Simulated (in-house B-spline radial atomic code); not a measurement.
## The rhodium ion Rh³⁺: [Ar] 3d9 4s2 4p6 4d7 (an excited or competing configuration)

All numbers are computed (non-relativistic Hartree-Fock with fractional occupations, spin-polarised, spherical fractional occupations; point nucleus) with a B-spline radial code for spherical atoms, not measured.

Z_r = [3n² - l(l+1)]/(2<r>); Z_e = n√(-2ε); the last column is Slater's effective charge. Values are occupation-weighted means over spin.

```csv
shell,electrons,ε (eV),<r> (bohr),Z_r,Z_e,Slater
1s,2,-22766,0.03385,44.32,40.91,44.70
2s,2,-3379,0.1469,40.84,31.52,40.85
2p,6,-3129.3,0.1259,39.70,30.33,40.85
3s,2,-681.11,0.3973,33.98,21.23,33.75
3p,6,-580.2,0.3902,32.03,19.59,33.75
3d,9,-394.48,0.3636,28.88,16.15,24.20
4s,2,-137.3,0.9853,24.36,12.71,18.10
4p,6,-103.16,1.054,21.83,11.01,18.10
4d,7,-47.834,1.306,16.08,7.50,7.90
```

The least bound orbital is 4d down at -37.16 eV, and it is also the most diffuse (<r> = 1.379 bohr). The part-filled 3d shell lies below the filled 4p shell in orbital energy.

Caution: exact exchange at fractional occupations of open shells leaves self-interaction of up to several eV.
